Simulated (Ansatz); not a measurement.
Input file for Ansatz (a first-principles code): U-B3LYP/cc-pVTZ on BrGeH (SMILES [GeH][Br]), a point of a bond scan (R = 3.207 Å).

Ansatz 0.2 input:
```yaml
crystal:
  periodic: [false, false, false]
  atoms:
    - {symbol: Ge, position_ang: [-0.68565162, -0.57867936, 0.82194038]}
    - {symbol: H, position_ang: [-2.76073402, -1.56778520, -1.41353570]}
    - {symbol: Br, position_ang: [0.67611556, 0.55974206, -0.74303699]}
basis:
  gaussian:
    orbitals: cc-pVTZ
hamiltonian:
  xc: {name: B3LYP}
magnetization: {spin_polarized: true, initial_magnetization: 0}
```

Output:

```
WARN ansatz: RAYON_NUM_THREADS=1 ignored (pool sized by the plan → 1); use --threads N
Functional definition: B3LYP
integrals: 0.04 GiB planned
636 factors; integrals over basis functions are off by at most 9.4e-4 eV
mean field: 0.60 GiB planned
mean field evaluation 1: about -126578.8885 eV, gradient 1.8e1 eV
mean field evaluation 2: about -126561.6043 eV, gradient 4.2e1 eV
mean field evaluation 4: about -126581.0862 eV, gradient 9.6e0 eV
mean field evaluation 8: about -126582.6192 eV, gradient 8.8e-1 eV
mean field evaluation 16: about -126582.6450 eV, gradient 1.1e-4 eV
mean field evaluation 32: about -126582.9789 eV, gradient 5.5e-6 eV
mean field evaluation 64: about -126582.9789 eV, gradient 2.3e-6 eV
mean field -126582.97892185 eV, -4651.8386743533 hartree, gradient 5.5e-6 eV, S^2 0.692598; 7 other end points of the search recorded, 0 dependent functions left out
reference -126582.97913913 eV, -4651.8386823381 hartree; 34, 34 occupied and 66, 66 virtual orbitals, 636 factors
Total energy: -126582.97913913 eV, -4651.8386823381 hartree
```

The calculation finished and met its thresholds. Its determinant has ⟨S²⟩ = 0.69, a mixture of spin states.

Cost: roughly 20 core-seconds.
